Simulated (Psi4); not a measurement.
Worked example: ideal-gas entropy of CH5GaSe (SMILES C[Se][GaH2])

A singlet with charge 0, relaxed at PBE0-D4/def2-TZVP (density fitting) (Psi4 1.11):

```xyz
8

C    -0.8219    1.2161   -0.1863
Se    1.1216    0.9589   -0.1695
Ga    1.2268   -1.3108    0.2270
H    -1.1093    1.6026   -1.1617
H    -1.0789    1.9356    0.5881
H    -1.3289    0.2722    0.0023
H     2.6481   -1.9486    0.3148
H    -0.1426   -2.0536    0.3795
```

Harmonic wavenumbers in cm⁻¹: 56, 152, 257, 300, 448, 574, 608, 718, 923, 923, 1308, 1463, 1471, 1973, 2004, 3079, 3181, 3183.

Masses in u: C 12.011, Se 78.971, Ga 69.723, H 1.008. Take T = 298.15 K, p = 1 bar, R = 8.3145 J/(mol K), kT/hc = 207.22 cm⁻¹, rigid rotor and harmonic oscillator.

Question: Compute the standard molar entropy.

Answer: 
1. Translation (Sackur–Tetrode): S = R[3/2 ln M + 5/2 ln T − 1.1517] with M = 165.745 gives 172.6 J/(mol K).
2. Rotation: principal moments 51.986, 245.475, 294.261 u Å² give A, B, C = 0.3243, 0.0687, 0.0573 cm⁻¹; the symmetry number is σ = 1; q = (√π/σ)√((kT/hc)³/ABC) = 147977; S = R(ln q + 3/2) = 111.5.
3. Vibration: with u = ν̃/207.22, each mode gives R[u/(eᵘ − 1) − ln(1 − e⁻ᵘ)]; the sum is 53.0, most from 56 cm⁻¹ (19.2), 152 cm⁻¹ (11.1), 257 cm⁻¹ (7.0).
4. Spin: R ln 1 = 0.0.
5. Sum: 172.6 + 111.5 + 53.0 + 0.0 = 337.1 J/(mol K).

No measured value is set beside it here. Where a soft mode is a torsion, a harmonic oscillator describes it poorly.
